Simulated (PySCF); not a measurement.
Gas-phase reaction: 2 TiOCl₂ + 4 ClO = 2 TiCl₄ + 3 O₂

Energies from PySCF, thermal terms from the rigid-rotor harmonic-oscillator model, ideal gas at 1 bar. The comparison is the NASA 1993 polynomial table, which mixes measured and estimated data. After a fit of one offset per element over all species, the range-separated, M06-2X, PBE0/def2-QZVP and CCSD(T)/def2-TZVPP enthalpies, where run, lie to one side of the table for TiOCl₂ (-50 kJ/mol): a fault of the table's entry, another state or a shared error of the levels is possible; this was not checked at source. † marks an energy on the PBE0/def2-TZVP geometry and frequencies; other levels use their own. Open shells (unrestricted): ClO (multiplicity 2), O₂ (multiplicity 3); the rest are closed-shell singlets. Spin-orbit splitting is ignored; it lowers the true energy and changes the entropy of ClO. The table's entry may be an old estimate for TiOCl₂, ClO (not checked at source). Warning, point group unlike the PBE0 one: TiOCl₂ (PBE/def2-SVP).

ωB97X-V/def2-TZVP† gives ΔH°(298 K) = -787.6 kJ.

### Question
What does PBE/def2-SVP give, and where does the table lie?

### Answer
PBE/def2-SVP: -907.2 kJ. Table: -840.1 kJ.
